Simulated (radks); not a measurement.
Values are calculated unless marked as measured or tabulated.
Co IV, configuration [Ar] 3d5 7p1 (not the ground configuration). Code: a radial shooting solver on a logarithmic mesh with Libxc functionals. Model: non-relativistic Kohn-Sham, PBE, spin-polarised, spherical densities, point nucleus; open shells are filled with parallel spins first.

Normalised radial functions P(r) = r R(r), r in bohr:

```
   r/bohr * 3s up, o 3s down, + 3p up (the largest magnitude, 1.28, reaches the edge; | marks zero, & curves that meet)
 0.008816                             +    &
  0.01026                             +    &
  0.01204                             |+    &
  0.01402                             |+    &
  0.01645                             |+     &
  0.01915                             |+     o*
  0.02248                             | +     &
  0.02617                             | +     &
  0.03071                             |  +    &
  0.03575                             |   +   &
  0.04195                             |    + &
  0.04884                             |     &
  0.05686                             |   &  +
  0.06672                             | &      +
  0.07768                            &|         +
  0.09115                         &   |           +
   0.1061                      &      |            +
   0.1245                  &          |            +
    0.145                &            |             +
   0.1701               &             |            +
   0.1981               &             |         +
   0.2324                  &          |      +
   0.2706                      &      | +
   0.3175                         +   &
   0.3696                   +         |       &
   0.4338            +                |               &
    0.505       +                     |                     &
   0.5926    +                        |                         &
   0.6899   +                         |                          &
   0.8096     +                       |                        &
   0.9425        +                    |                    &
    1.106             +               |               &
    1.288                 +           |         *o
    1.499                     +       |     &
    1.759                         +   |  &
    2.048                           + |*o
    2.403                            +|&
    2.798                             &
    3.283                             &
    3.822                             &
    4.485                             &
    5.222                             &
    6.128                             &
    7.133                             &
    8.371                             &
    9.745                             &
    11.44                             &
    13.31                             &
    15.62                             &
    18.19                             &
    21.34                             &
    24.85                             &
    29.16                             &
    33.95                             &
```

3s up: eigenvalue -159.34 eV, 2 radial nodes at r = 0.0746, 0.317 bohr, <r> = 0.767 bohr, 90 % of the charge inside 1.14 bohr. 3s down: eigenvalue -152.71 eV, 2 radial nodes at r = 0.0746, 0.317 bohr, <r> = 0.772 bohr, 90 % of the charge inside 1.15 bohr. 3p up: eigenvalue -124.07 eV, 1 radial node at r = 0.286 bohr, <r> = 0.793 bohr, 90 % of the charge inside 1.21 bohr.
